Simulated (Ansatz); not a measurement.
Ansatz results at the PBE0-D4/def2-TZVP geometry: HOMO energy (ωB97M-V/def2-TZVPP) -10.18 eV; HOMO–LUMO gap (B3LYP/def2-TZVPP) 7.33 eV; LUMO energy (PBE0/def2-TZVPP) -0.41 eV.

Each molecule was computed in one conformer, which needn't be the lowest.

Task: Which molecule gave them?
A. `NC(F)S`
B. `FC([SiH3])O[SiH3]`
C. `OC(F)[SiH2][SiH3]`
D. `FCO[SiH2][SiH3]`

Result: D. The others give `FC([SiH3])O[SiH3]`: -10.59, 7.89, 0.04; `NC(F)S`: -9.60, 6.93, 0.15; `OC(F)[SiH2][SiH3]`: -10.36, 7.90, 0.02.

B3LYP here is the variant with VWN-RPA as its local correlation; programs differ in this.
